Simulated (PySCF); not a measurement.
## Correlation energy of Ge²²⁺ (germanium, charge +22)

Starting occupation: [Ne]. Calculation: PySCF 2.14, in an uncontracted even-tempered set (18 s from 1.4 bohr⁻², ratio 2.6; 12 p from 1.8 bohr⁻², ratio 2.6; 6 d from 1.9 bohr⁻², ratio 2.8; 3 f from 52 bohr⁻², ratio 2.8); X2C-1e with screened-nucleus spin-orbit coupling, Gaussian nucleus. Frozen: 1s2; 8 electrons correlated; the 50 highest virtual spinors left out.

MP2 pair energies summed by pair of shells (mhartree):

```json
{"pair": "2p1/2-2p3/2", "energy": "-97.56", "share (%)": "33.5"}
{"pair": "2p3/2-2p3/2", "energy": "-92.97", "share (%)": "31.9"}
{"pair": "2p3/2-2s1/2", "energy": "-44.54", "share (%)": "15.3"}
{"pair": "2p1/2-2s1/2", "energy": "-22.48", "share (%)": "7.7"}
{"pair": "2p1/2-2p1/2", "energy": "-22.35", "share (%)": "7.7"}
{"pair": "2s1/2-2s1/2", "energy": "-11.51", "share (%)": "4.0"}
```

Total MP2 correlation energy: -291.41 mhartree.

The virtual space was cut to 44 spinors, which keep -223.66 of the -291.41 mhartree of MP2 correlation.

```tsv
level	correlation energy (mhartree)
CCSD	-225.42
(T)	-0.06
CCSD(T)	-225.48
```

Diagnostics: T1 = 0.00012, largest double amplitude 0.004.

Problem. Is a single reference adequate?

Solution. Yes: T1 lies below 0.03 and no double amplitude reaches 0.07.

The coupled-cluster values are those of the cut space; adding the MP2 remainder, -67.75 mhartree, estimates the full space.

At this charge the one-electron X2C treatment keeps the bare 1/r₁₂, with no two-electron picture change or Breit term. The effect here is smaller than on the frozen 1s shell.
